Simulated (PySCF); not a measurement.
Species: `C[C@@]1(F)C=CC=C1C(F)F`. The columns A, B, C and D hold Mulliken, IAO, Hirshfeld and ESP-fitted charges (e) of one PBE0/pcSseg-1 density (PySCF), in a shuffled order. Coordinates in Å (GFN2-xTB); the density's dipole moment is (-2.30, 0.45, 0.15) D.

| atom | x | y | z | A | B | C | D |
| --- | --- | --- | --- | --- | --- | --- | --- |
| C1 | -0.702 | -1.702 | -0.018 | -0.128 | -0.428 | -0.188 | -0.563 |
| C2 | -0.385 | -0.353 | -0.667 | +0.104 | +0.306 | +0.088 | +0.665 |
| F3 | 0.063 | -0.590 | -1.957 | -0.112 | -0.320 | -0.318 | -0.285 |
| C4 | -1.584 | 0.562 | -0.635 | -0.050 | -0.163 | -0.053 | -0.420 |
| C5 | -1.317 | 1.617 | 0.138 | -0.042 | -0.150 | -0.041 | -0.113 |
| C6 | 0.060 | 1.547 | 0.608 | -0.035 | -0.129 | +0.013 | -0.073 |
| C7 | 0.637 | 0.439 | 0.125 | -0.036 | -0.066 | -0.344 | -0.257 |
| C8 | 2.046 | -0.018 | 0.277 | +0.145 | +0.439 | +0.682 | +0.402 |
| F9 | 2.831 | 0.962 | 0.782 | -0.101 | -0.300 | -0.298 | -0.225 |
| F10 | 2.145 | -1.062 | 1.150 | -0.108 | -0.310 | -0.309 | -0.220 |
| H11 | -1.049 | -1.548 | 0.999 | +0.048 | +0.161 | +0.130 | +0.176 |
| H12 | 0.190 | -2.323 | -0.003 | +0.041 | +0.159 | +0.136 | +0.149 |
| H13 | -1.475 | -2.204 | -0.595 | +0.047 | +0.152 | +0.127 | +0.155 |
| H14 | -2.496 | 0.322 | -1.145 | +0.058 | +0.164 | +0.094 | +0.212 |
| H15 | -1.984 | 2.422 | 0.384 | +0.059 | +0.163 | +0.093 | +0.160 |
| H16 | 0.529 | 2.290 | 1.226 | +0.060 | +0.171 | +0.086 | +0.162 |
| H17 | 2.486 | -0.351 | -0.679 | +0.048 | +0.151 | +0.101 | +0.075 |

Task: Which column most likely holds the ESP-fitted charges?

Result: D. Σ q r misses the density's dipole by 0.02 D (D), 0.90 D (A), 0.98 D (B), 1.21 D (C). Charges fitted to the outside potential are the only set here that is tied to the molecule's multipoles.

Task: And the Hirshfeld charges?

Result: A. The mean sizes are 0.072 e (A), 0.182 e (C), 0.220 e (B), 0.254 e (D), and Hirshfeld charges are commonly the smallest of these schemes.

As computed, A = Hirshfeld, B = IAO, C = Mulliken, D = ESP-fitted. Hydrogens on carbon: Hirshfeld +0.04 to +0.06, IAO +0.15 to +0.17, Mulliken +0.09 to +0.14, ESP-fitted +0.07 to +0.21 e.

The Mulliken scheme counts on each atom the diagonal of the density matrix times the overlap matrix over that atom's basis functions. The ESP scheme is a least-squares fit of atom-centred charges to the potential on four shells outside the van der Waals surface, with the total charge fixed.

Geometry: GFN2-xTB, one conformer, isolated molecule.

Shape of the structure used: `[CH3:1][C@@:2]1([F:3])[CH:4]=[CH:5][CH:6]=[C:7]1[CH:8]([F:9])[F:10]`: C6–C7–C8–F9 -12°.
